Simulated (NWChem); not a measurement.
Species: SiH cation, singlet

Program: NWChem. Pople sets run with spherical d functions. Low-valent species are run as closed-shell singlets; no triplet was tried in these runs. Geometry: optimised at PBE0/def2-SVP. Solvent water, SMD (1 M gas to 1 M solution), gas-phase geometry. Reactions with the solvent are ignored.

```tsv
level	basis functions	solvation free energy (kcal/mol)	cavity-dispersion-structure term (kcal/mol)
B3LYP/STO-3G	10	-66.9	0.6
B3LYP/3-21G	15	-67.8	0.6
B3LYP/6-31G*	20	-67.2	0.6
B3LYP/6-31+G*	24	-67.2	0.6
B3LYP/6-311G**	32	-67.2	0.6
B3LYP/6-311++G**	37	-67.2	0.6
```
